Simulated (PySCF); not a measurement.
Order these species by their calculated properties.

Species are written as SMILES; each is one conformer at its optimised geometry, gas phase, non-relativistic unless stated; the electronic structure was computed with PySCF and density fitting.

The conformers computed, where there is a choice (atom-mapped SMILES and torsion angles):
- `[SiH3:1][SiH:2]([SiH3:3])[SiH2:4][c:5]1[n:6][cH:7][cH:8][o:9]1`: Si1–Si2–Si4–C5 61°, Si2–Si4–C5–N6 7°
- `[CH3:1][CH2:2][O:3][SiH2:4][O:5]/[C:6]([SiH3:7])=[CH:8]\[SiH3:9]`: C1–C2–O3–Si4 -76°, C2–O3–Si4–O5 -177°, O3–Si4–O5–C6 -179°, Si4–O5–C6–Si7 -7°
- `[CH3:1][CH2:2][O:3][Si:4]1([C:5]#[N:6])[SiH2:7][SiH2:8][SiH2:9]1`: C1–C2–O3–Si4 -176°, C2–O3–Si4–C5 -59°
- `[CH3:1][O:2][Si:3]1([CH2:4][C:5]#[N:6])[SiH2:7][SiH2:8][SiH2:9]1`: C1–O2–Si3–C4 -68°, O2–Si3–C4–C5 60°
- `[H]/[N:1]=[CH:2]\[C:3]#[C:4][C@@H:5]1[SiH2:6][C@@H:7]1[SiH2:8][Cl:9]`: Si6–C7–Si8–Cl9 96°
- `[SiH3:1][SiH2:2][SiH2:3][SiH2:4][c:5]1[cH:6][cH:7][n:8][o:9]1`: Si1–Si2–Si3–Si4 54°, Si2–Si3–Si4–C5 29°, Si3–Si4–C5–C6 148°
- `[O:1]=[CH:2][C@@H:3]1[CH:4][O:5]1`: O1–C2–C3–C4 -138°
- `[N:1]#[C:2][CH2:3][C@@H:4]([CH2:5][Cl:6])[SiH2:7][SiH3:8]`: C2–C3–C4–C5 -63°, C3–C4–C5–Cl6 179°, C3–C4–Si7–Si8 158°
- `[SiH3:1][CH2:2][O:3][C:4]1([O:5][SiH3:6])[CH2:7][SiH2:8][CH2:9]1`: Si1–C2–O3–C4 163°, C2–O3–C4–O5 -61°, O3–C4–O5–Si6 -54°
- `[CH3:1][O:2][Si@@:3]1([C:4]#[N:5])[SiH2:6][SiH2:7][Si@H:8]1[CH3:9]`: C1–O2–Si3–C4 57°
- `[CH3:1][O:2][Si@@:3]1([C:4]#[N:5])[SiH2:6][SiH2:7][Si@@H:8]1[CH3:9]`: C1–O2–Si3–C4 -62°
- `[CH3:1][CH2:2][Si@@H:3]1[Si@H:4]([C:5]#[N:6])[SiH2:7][Si@@H:8]1[OH:9]`: C1–C2–Si3–Si4 55°, H–O9–Si8–Si7 74°

The conformers of `C#C[C@@H]1[SiH2]N[Si@@H](O[SiH3])[SiH2]1` aren't listed.

Problem. Rank by HOMO energy, highest first (PBE0/pcSseg-1 at GFN2-xTB geometries).
A. `CCO[Si]1(C#N)[SiH2][SiH2][SiH2]1`
B. `C#C[C@@H]1[SiH2]N[Si@@H](O[SiH3])[SiH2]1`
C. `CO[Si]1(CC#N)[SiH2][SiH2][SiH2]1`
D. `[SiH3][SiH]([SiH3])[SiH2]c1ncco1`
E. `[H]/N=C\C#C[C@@H]1[SiH2][C@@H]1[SiH2]Cl`
F. `CCO[SiH2]O/C([SiH3])=C\[SiH3]`

Solution. E (-6.94 eV), F (-7.05 eV), B (-7.18 eV), D (-7.38 eV), C (-7.51 eV), A (-7.63 eV).

Problem. Rank by smallest rotational constant, lowest first (GFN2-xTB).
A. `[SiH3][SiH]([SiH3])[SiH2]c1ncco1`
B. `O=C[C@@H]1[CH]O1` [radical]
C. `[SiH3][SiH2][SiH2][SiH2]c1ccno1`
D. `N#CC[C@@H](CCl)[SiH2][SiH3]`
E. `[SiH3]/C=C(/[SiH3])O[SiH2]OCC`

Solution. E (0.388 GHz), C (0.465 GHz), A (0.516 GHz), D (0.587 GHz), B (3.194 GHz).

Problem. Rank by HOMO–LUMO gap, lowest first (PBE0/pcSseg-1 at GFN2-xTB geometries).
A. `CO[Si]1(CC#N)[SiH2][SiH2][SiH2]1`
B. `CO[Si@@]1(C#N)[SiH2][SiH2][Si@H]1C`
C. `C([Si]1([SiH2][SiH2][SiH2]1)OCC)#N`
D. `[SiH3][SiH2][SiH2][SiH2]c1ccno1`
E. `[SiH3]COC1(O[SiH3])C[SiH2]C1`
F. `[SiH3][SiH]([SiH3])[SiH2]c1ncco1`

Solution. B (5.32 eV), C (5.49 eV), A (5.65 eV), F (6.58 eV), D (6.72 eV), E (8.28 eV).

Problem. Give the two extremes of that set in kcal/mol.

Solution. `CO[Si@@]1(C#N)[SiH2][SiH2][Si@H]1C`: 123 kcal/mol; `[SiH3]COC1(O[SiH3])C[SiH2]C1`: 191 kcal/mol.

Problem. Rank by dipole moment, highest first (PBE0/pcSseg-1 at GFN2-xTB geometries).
A. `N#CC[C@@H](CCl)[SiH2][SiH3]`
B. `CC[Si@@H]1[Si@H](C#N)[SiH2][Si@@H]1O`
C. `CO[Si@@]1(C#N)[SiH2][SiH2][Si@H]1C`
D. `CO[Si@@]1(C#N)[SiH2][SiH2][Si@@H]1C`
E. `c1oc(nc1)[SiH2][SiH]([SiH3])[SiH3]`
F. `CCO[SiH2]O/C([SiH3])=C\[SiH3]`

Solution. B (4.63 D), C (3.88 D), A (3.50 D), D (2.98 D), F (2.41 D), E (1.70 D).

Problem. Give the two extremes of that set in atomic units.

Solution. `[SiH3][SiH]([SiH3])[SiH2]c1ncco1`: 0.67 au; `CC[Si@@H]1[Si@H](C#N)[SiH2][Si@@H]1O`: 1.82 au.
